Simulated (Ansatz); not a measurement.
Al8N8⁻, a nanocrystal cut from wurtzite AlN (bare). The state is a doublet with charge -1. Geometry PBE-D4/def2-SVP, that of the neutral singlet; atoms count from 1.

Cartesian coordinates in Å:
```
Al -1.432 -1.046 2.797
N 0.077 -1.193 1.847
Al 1.557 -1.240 0.755
N 3.068 -1.339 -0.278
Al -3.260 -0.552 0.047
N -2.505 0.171 1.702
N -1.825 -0.685 -1.012
Al -0.800 0.053 0.546
Al -0.257 -0.750 -1.968
N 0.698 -0.051 -0.469
N 1.261 -0.840 -2.996
Al 2.336 -0.164 -1.581
Al -1.971 2.055 1.682
N -0.486 2.030 0.685
Al 1.016 1.830 -0.356
N 2.522 1.720 -1.399
```

Single mean-field runs in def2-TZVP are fitted with def2-universal-jkfit. The charge -1 doublet is spin-contaminated (final ⟨S²⟩ up to 2.60, 0.75 for a pure state).

Q: Estimate the Mulliken populations from the PBE0/def2-TZVP orbitals of Ansatz.

A: 
```csv
atom,charge (e),spin (α − β)
Al1,0.13,0.72
N2,-0.29,0.11
Al3,0.23,-0.01
N4,-0.47,0.58
Al5,0.13,0.70
N6,-0.42,0.07
N7,-0.28,0.11
Al8,0.29,0.01
Al9,0.29,-0.04
N10,-0.08,0.02
N11,-0.40,-0.86
Al12,0.30,-0.05
Al13,0.14,-0.68
N14,-0.29,-0.10
Al15,0.20,-0.04
N16,-0.49,0.46
```
Mulliken values and Mayer orders depend strongly on the basis.

Q: Where does the spin sit?

A: Summed by element: Al 0.61, N 0.39, of 1 unpaired in all. Largest on single atoms: N11 -0.86, Al1 0.72, Al5 0.70.

Q: And the Mayer bond orders between bonded heavy atoms (over 0.3)?

A: Al1–N2 1.35 (1.79 Å); Al1–N6 0.89 (1.96 Å); N2–Al3 1.11 (1.84 Å); N2–Al8 0.78 (2.00 Å); Al3–N4 1.42 (1.83 Å); Al3–N10 0.70 (1.91 Å); N4–Al12 1.07 (1.90 Å); Al5–N6 0.89 (1.96 Å); Al5–N7 1.33 (1.79 Å); N6–Al8 0.47 (2.06 Å); N6–Al13 0.88 (1.96 Å); N7–Al8 0.75 (2.01 Å); N7–Al9 1.15 (1.84 Å); Al8–N10 0.78 (1.81 Å); Al8–N14 0.78 (2.01 Å); Al9–N10 0.77 (1.91 Å); Al9–N11 1.31 (1.83 Å); N10–Al12 0.38 (1.98 Å); N10–Al15 0.68 (1.91 Å); N11–Al12 0.91 (1.90 Å); Al12–N16 1.12 (1.90 Å); Al13–N14 1.36 (1.79 Å); N14–Al15 1.09 (1.84 Å); Al15–N16 1.47 (1.83 Å).
